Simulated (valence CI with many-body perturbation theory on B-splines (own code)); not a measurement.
**Forbidden lines of Dy XLIV**

Level of theory: valence CI with perturbative core correlation (CI+MBPT): five valence electrons over a frozen Dirac-Fock core [Ar], a basis of 7 s, 7 p, 8 d, 6 f, 4 g, 1 h functions for each j, with the one-electron correlation potential Σ1 (screened to all orders), the two-electron term Σ2, the three-electron term Σ3, Breit, model QED; selected single and double excitations, second order for the rest, scaled by the run's own slope (own B-spline code, finite nucleus).

The last digits are not significant, and no measured levels were compared; by estimate large intervals hold to a few tenths of a per cent, small ones and those within an open d or f shell to about a per cent. Among the levels kept, up to 250 cm⁻¹ of a level comes from second order outside the variational space, and about a tenth of that is noise between levels of different J, which matters for small intervals. Only levels of the ground parity were solved; by the run's estimate the other parity begins above the list, which can be wrong where configurations are misplaced.

Lines 51 to 100 of 120 in falling wavelength, among levels below 179.91 eV, chosen from the decays that carry over 1 % of a level's rate. Wavelengths and rates use the calculated energies. Electric multipoles are in the length gauge, E1 and E2 with the static RPA response of the core. Weak lines are less certain than strong ones. Lines between different terms over intervals too small for the method are left out, as are lines whose strength nearly cancels.

Levels are named by their leading jj configuration (3d3/2^4 stands for four electrons in 3d with j = 3/2), which in mixed levels can hold well under half, so a name can repeat and another be missing. Letters in brackets count levels of one name in rising energy.

| λ vac (Å) | Upper | Lower | Type | A (s⁻¹) | Branch % |
| --- | --- | --- | --- | --- | --- |
| 313.7 | (3d3/2 3d5/2^4) J=5/2 [a] | (3d3/2^2 3d5/2^3) J=7/2 [a] | M1 | 4.01e+05 | 19.4 |
| 307.2 | (3d3/2^2 3d5/2^3) J=5/2 [a] | (3d3/2^3 3d5/2^2) J=5/2 [a] | M1 | 1.20e+06 | 90.5 |
| 306.3 | (3d3/2^2 3d5/2^3) J=13/2 | (3d3/2^3 3d5/2^2) J=11/2 | M1 | 9.28e+04 | 99.7 |
| 306.2 | (3d3/2^2 3d5/2^3) J=5/2 [c] | (3d3/2^3 3d5/2^2) J=7/2 [b] | M1 | 2.81e+05 | 29.8 |
| 303.3 | (3d3/2^3 3d5/2^2) J=7/2 [a] | (3d3/2^4 3d5/2) J=5/2 | M1 | 2.75e+05 | 97.8 |
| 302.4 | (3d3/2 3d5/2^4) J=9/2 | (3d3/2^2 3d5/2^3) J=7/2 [b] | M1 | 1.44e+05 | 13.7 |
| 302.3 | (3d3/2^2 3d5/2^3) J=1/2 [a] | (3d3/2^3 3d5/2^2) J=3/2 [a] | M1 | 5.27e+05 | 61.7 |
| 294.2 | (3d3/2^3 3d5/2^2) J=3/2 [a] | (3d3/2^4 3d5/2) J=5/2 | M1 | 7.35e+05 | 100.0 |
| 293.8 | (3d3/2^2 3d5/2^3) J=3/2 [a] | (3d3/2^3 3d5/2^2) J=3/2 [a] | M1 | 6.25e+05 | 46.2 |
| 292.0 | (3d3/2 3d5/2^4) J=3/2 [a] | (3d3/2^2 3d5/2^3) J=5/2 [b] | M1 | 2.47e+05 | 12.9 |
| 287.5 | (3d3/2 3d5/2^4) J=9/2 | (3d3/2^2 3d5/2^3) J=9/2 [b] | M1 | 3.92e+05 | 37.5 |
| 285.7 | (3d3/2^2 3d5/2^3) J=7/2 [b] | (3d3/2^3 3d5/2^2) J=5/2 [b] | M1 | 1.29e+04 | 5.0 |
| 284.5 | (3d3/2^2 3d5/2^3) J=5/2 [b] | (3d3/2^3 3d5/2^2) J=3/2 [a] | M1 | 9.98e+04 | 13.9 |
| 282.8 | (3d3/2 3d5/2^4) J=3/2 [a] | (3d3/2^2 3d5/2^3) J=3/2 [a] | M1 | 7.61e+05 | 39.9 |
| 282.6 | (3d3/2^2 3d5/2^3) J=9/2 [b] | (3d3/2^3 3d5/2^2) J=9/2 | M1 | 5.18e+05 | 56.1 |
| 281.7 | (3d3/2 3d5/2^4) J=11/2 | (3d3/2^2 3d5/2^3) J=13/2 | M1 | 1.76e+05 | 14.4 |
| 279.9 | (3d3/2^2 3d5/2^3) J=3/2 [b] | (3d3/2^3 3d5/2^2) J=1/2 | M1 | 6.50e+04 | 17.7 |
| 276.4 | (3d3/2^2 3d5/2^3) J=5/2 [b] | (3d3/2^3 3d5/2^2) J=7/2 [a] | M1 | 2.29e+05 | 31.8 |
| 275.9 | (3d3/2^2 3d5/2^3) J=5/2 [c] | (3d3/2^3 3d5/2^2) J=5/2 [b] | M1 | 1.64e+04 | 1.7 |
| 275.3 | (3d3/2 3d5/2^4) J=3/2 [a] | (3d3/2^2 3d5/2^3) J=1/2 [a] | M1 | 5.81e+05 | 30.5 |
| 274.7 | (3d3/2 3d5/2^4) J=7/2 [a] | (3d3/2^2 3d5/2^3) J=9/2 [a] | M1 | 5.34e+05 | 35.5 |
| 269.6 | (3d3/2^2 3d5/2^3) J=7/2 [b] | (3d3/2^3 3d5/2^2) J=9/2 | M1 | 1.46e+05 | 56.0 |
| 269.0 | (3d3/2^2 3d5/2^3) J=7/2 [c] | (3d3/2^3 3d5/2^2) J=7/2 [b] | M1 | 2.04e+05 | 38.4 |
| 267.7 | (3d3/2 3d5/2^4) J=5/2 [a] | (3d3/2^2 3d5/2^3) J=5/2 [a] | M1 | 1.38e+06 | 66.8 |
| 267.5 | (3d3/2^2 3d5/2^3) J=3/2 [b] | (3d3/2^3 3d5/2^2) J=5/2 [b] | M1 | 1.42e+05 | 38.9 |
| 266.9 | (3d3/2^3 3d5/2^2) J=9/2 | (3d3/2^4 3d5/2) J=5/2 | E2 | 2.51e+01 | 1.8 |
| 265.2 | (3d3/2 3d5/2^4) J=11/2 | (3d3/2^2 3d5/2^3) J=9/2 [a] | M1 | 2.11e+05 | 17.2 |
| 263.0 | (3d3/2^2 3d5/2^3) J=7/2 [a] | (3d3/2^3 3d5/2^2) J=5/2 [a] | M1 | 1.62e+05 | 23.5 |
| 260.4 | (3d3/2 3d5/2^4) J=7/2 [a] | (3d3/2^2 3d5/2^3) J=7/2 [a] | M1 | 4.44e+05 | 29.5 |
| 257.8 | (3d3/2^2 3d5/2^3) J=9/2 [b] | (3d3/2^3 3d5/2^2) J=11/2 | M1 | 1.85e+05 | 20.1 |
| 255.6 | (3d3/2 3d5/2^4) J=11/2 | (3d3/2^2 3d5/2^3) J=11/2 | M1 | 7.27e+05 | 59.4 |
| 254.8 | (3d3/2^2 3d5/2^3) J=1/2 [b] | (3d3/2^3 3d5/2^2) J=1/2 | M1 | 2.77e+05 | 34.6 |
| 252.8 | (3d3/2^3 3d5/2^2) J=5/2 [b] | (3d3/2^4 3d5/2) J=5/2 | M1 | 7.17e+03 | 15.4 |
| 250.7 | (3d3/2^2 3d5/2^3) J=9/2 [b] | (3d3/2^3 3d5/2^2) J=7/2 [a] | M1 | 1.41e+05 | 15.3 |
| 248.5 | (3d3/2^2 3d5/2^3) J=3/2 [c] | (3d3/2^2 3d5/2^3) J=5/2 [a] | M1 | 4.54e+03 | 1.4 |
| 245.3 | (3d3/2^2 3d5/2^3) J=7/2 [c] | (3d3/2^3 3d5/2^2) J=5/2 [b] | M1 | 1.02e+05 | 19.2 |
| 240.4 | (3d3/2^2 3d5/2^3) J=7/2 [b] | (3d3/2^3 3d5/2^2) J=7/2 [a] | M1 | 1.22e+04 | 4.7 |
| 239.1 | (3d3/2^2 3d5/2^3) J=5/2 [c] | (3d3/2^3 3d5/2^2) J=3/2 [a] | M1 | 1.57e+05 | 16.7 |
| 238.3 | (3d3/2^2 3d5/2^3) J=5/2 [d] | (3d3/2^2 3d5/2^3) J=5/2 [a] | M1 | 2.59e+05 | 31.1 |
| 233.4 | (3d3/2^2 3d5/2^3) J=5/2 [c] | (3d3/2^3 3d5/2^2) J=7/2 [a] | M1 | 3.37e+05 | 35.8 |
| 233.3 | (3d3/2^2 3d5/2^3) J=7/2 [c] | (3d3/2^3 3d5/2^2) J=9/2 | M1 | 2.09e+05 | 39.4 |
| 232.8 | (3d3/2^2 3d5/2^3) J=3/2 [b] | (3d3/2^3 3d5/2^2) J=3/2 [a] | M1 | 1.17e+05 | 32.0 |
| 232.0 | (3d3/2^2 3d5/2^3) J=9/2 [c] | (3d3/2^3 3d5/2^2) J=7/2 [b] | M1 | 2.23e+05 | 70.8 |
| 231.9 | (3d3/2 3d5/2^4) J=9/2 | (3d3/2^2 3d5/2^3) J=9/2 [a] | M1 | 1.87e+04 | 1.8 |
| 231.7 | (3d3/2^3 3d5/2^2) J=7/2 [b] | (3d3/2^4 3d5/2) J=5/2 | M1 | 2.58e+04 | 89.0 |
| 229.7 | (3d3/2^2 3d5/2^3) J=3/2 [a] | (3d3/2^3 3d5/2^2) J=5/2 [a] | M1 | 4.30e+05 | 31.8 |
| 227.9 | (3d3/2 3d5/2^4) J=7/2 [a] | (3d3/2^2 3d5/2^3) J=5/2 [a] | M1 | 6.91e+04 | 4.6 |
| 226.0 | (3d3/2^2 3d5/2^3) J=3/2 [c] | (3d3/2^3 3d5/2^2) J=3/2 [b] | M1 | 1.28e+05 | 38.2 |
| 224.4 | (3d3/2 3d5/2^4) J=9/2 | (3d3/2^2 3d5/2^3) J=11/2 | M1 | 1.65e+05 | 15.8 |
| 221.6 | (3d3/2 3d5/2^4) J=9/2 | (3d3/2^2 3d5/2^3) J=7/2 [a] | M1 | 2.23e+05 | 21.3 |
